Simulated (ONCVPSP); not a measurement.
**Sc (Z = 21): variants of one ONCV potential**

Base potential:

scandium (Sc), optimised norm-conserving Vanderbilt (ONCV), made with ONCVPSP 4.0.1 (PBE, scalar-relativistic). Core [Ne], reference 3s2 3p6 3d1 4s2. Waves: 3s+4s: rc 1.65 bohr, ncon 4, nbas 7, qcut 8.1 1/bohr, 2 projectors; 3p: rc 1.20 bohr, ncon 4, nbas 8, qcut 6 1/bohr, 2 projectors, debl 0.9 Ha; 3d: rc 1.95 bohr, ncon 4, nbas 8, qcut 8.7 1/bohr, 2 projectors, debl 3.3 Ha. Local part: polynomial inside 1.15 bohr (lpopt 5, dvloc0 0 Ha). Core correction: none.

In the p channel the program set the typed energies aside and used -1.236, 0.250 Ha.

All-electron outer shells of the reference configuration (PBE, scalar-relativistic, ld1.x):

```csv
shell,level (eV),outermost node (bohr),outermost maximum (bohr)
2p,-388.26,–,0.23
3s,-55.04,0.42,0.92
3p,-33.63,0.39,0.97
4s,-4.18,1.33,3.14
3d,-3.23,–,1.10
```

Cutoffs, loose and tight: the cutoffs (Ha) at which the residual kinetic energy of the hardest occupied pseudo-wave falls to 1 and 0.1 mHa per electron. They do not see the model core or the augmentation charge, which bear on the density cutoff. Test errors are all-electron minus pseudo excitation energies from the reference, over the configurations 3s2 3p6 3d1 4s1; 3s2 3p6 3d1 4s0; 3s2 3p6 3d0 4s0; 3s2 3p6 3d1 4s0 4p2. A dash means not determined; rows that change the core or the reference have their own tests. The largest error is taken over the tests solved by every variant that gives reliable tests at all: 3s2 3p6 3d1 4s0; 3s2 3p6 3d1 4s0 4p2; 3s2 3p6 3d1 4s1.

```csv
change,outcome,"cutoff, loose","cutoff, tight",bound ghosts,GHOST(+) flags above zero,largest test error (meV)
base,"generated, projector energies reset by the program",25 Ha,55 Ha,none,none,-1.1
p: qcut 3.4,"generated, projector energies reset by the program",67 Ha,130 Ha,none,none,-1.0
p: qcut 4.2,"generated, projector energies reset by the program",34 Ha,117 Ha,none,none,-1.0
p: qcut 5.4,"generated, projector energies reset by the program",25 Ha,40 Ha,none,none,-1.1
p: qcut 6.5,"generated, projector energies reset by the program",25 Ha,74 Ha,none,none,-1.1
p: qcut 7.2,"generated, projector energies reset by the program",25 Ha,54 Ha,none,none,-1.1
p: qcut 7.8,"generated, projector energies reset by the program",25 Ha,34 Ha,none,none,-1.1
p: qcut 8.5,"generated, projector energies reset by the program",25 Ha,33 Ha,none,none,-1.1
```

Task: What comes out with this change to the base: p: qcut 4.8?

Result: outcome: generated, projector energies reset by the program; cutoff, loose: 26 Ha; cutoff, tight: 60 Ha; bound ghosts: none; GHOST(+) flags above zero: none; largest test error (meV): -1.1.

Task: What comes out with this change to the base: p: qcut 8.9?

Result: outcome: generated, projector energies reset by the program; cutoff, loose: 25 Ha; cutoff, tight: 35 Ha; bound ghosts: none; GHOST(+) flags above zero: none; largest test error (meV): -1.0.

Reading the sweep of the qcut of the p channel (base included, trends over the rows without a ghost): The loose cutoff falls from 67 Ha at 3.4 to 25 Ha at 8.9 1/bohr.
